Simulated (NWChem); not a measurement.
System meant: GaSiH₅; SMILES [GaH2][SiH3]

NWChem input:

```
start job
memory heap 200 mb stack 900 mb global 1100 mb
geometry units angstroms noautoz
  Ga     0.008407     0.862129    -0.004026
  H     -1.354636     1.651149     0.015864
  H      1.347801     1.689308     0.020376
  Si     0.014281    -1.554327    -0.026960
  H     -0.275364    -2.052947     1.358170
  H      1.327965    -2.132339    -0.451174
  H     -1.049641    -2.100337    -0.928723
end
basis spherical
  * library def2-svp
end
dft
  xc xpbe96 cpbe96
  iterations 4
  mulliken
end
task dft energy
```

End of the output:

```
    Atom       Charge   Shell Charges
 -----------   ------   -------------------------------------------------------
    1 Ga  31    30.87   2.00  2.00  1.95  0.80  0.35  5.99  5.84  1.06  0.76  7.73  2.03  0.36
    2 H    1     1.07   0.59  0.46  0.02
    3 H    1     1.07   0.60  0.46  0.02
    4 Si  14    13.79   2.00  1.94  0.70  0.37  5.82  1.34  1.47  0.16
    5 H    1     1.06   0.62  0.41  0.03
    6 H    1     1.07   0.63  0.41  0.03
    7 H    1     1.07   0.63  0.41  0.03

 center of mass
 --------------
 x =   0.00115080 y =   0.16404883 z =  -0.00196234

 moments of inertia (a.u.)
 ------------------
         496.435813138216          -0.000000000000           0.000000000000
          -0.000000000000          34.206151487794           0.000000000000
           0.000000000000           0.000000000000         509.688876258000

     Multipole analysis of the density
     ---------------------------------

     L   x y z        total         alpha         beta         nuclear
     -   - - -        -----         -----         ----         -------
     0   0 0 0     -0.000000    -25.000000    -25.000000     50.000000

     1   1 0 0      0.004990      0.002495      0.002495     -0.000000
     1   0 1 0      0.053392      0.026696      0.026696      0.000000
     1   0 0 1     -0.011272     -0.005636     -0.005636      0.000000

     2   2 0 0    -26.645057    -25.095132    -25.095132     23.545206
     2   1 1 0      0.021190     -0.018449     -0.018449      0.058089
     2   1 0 1      0.002620      0.001194      0.001194      0.000232
     2   0 2 0    -27.417171   -148.591757   -148.591757    269.766342
     2   0 1 1     -0.069067     -0.038915     -0.038915      0.008764
     2   0 0 2    -23.074953    -16.734886    -16.734886     10.394818

 ------------------------------------------------------------------------
 dft energy failed                                                                                  0
 ------------------------------------------------------------------------
 ------------------------------------------------------------------------
  current input line :
    20: task dft energy
 ------------------------------------------------------------------------
 ------------------------------------------------------------------------
 This type of error is most commonly associated with calculations not reaching convergence criteria
 ------------------------------------------------------------------------
 For more information see the NWChem manual at https://nwchemgit.github.io

0:dft energy failed:Received an Error in Communication
```

Can this run be used? If not, why, and what is the fix?

The run did not converge; its last values are not results. Cause: the SCF was allowed too few iterations. This input runs:
```
start job
memory heap 200 mb stack 900 mb global 1100 mb
geometry units angstroms noautoz
  Ga     0.008407     0.862129    -0.004026
  H     -1.354636     1.651149     0.015864
  H      1.347801     1.689308     0.020376
  Si     0.014281    -1.554327    -0.026960
  H     -0.275364    -2.052947     1.358170
  H      1.327965    -2.132339    -0.451174
  H     -1.049641    -2.100337    -0.928723
end
basis spherical
  Ga library def2-svp
  H library def2-svp
  Si library def2-svp
end
dft
  xc xpbe96 cpbe96
  iterations 150
  mulliken
end
task dft energy
```
It converges to -2216.52146 Ha (PBE/def2-SVP).
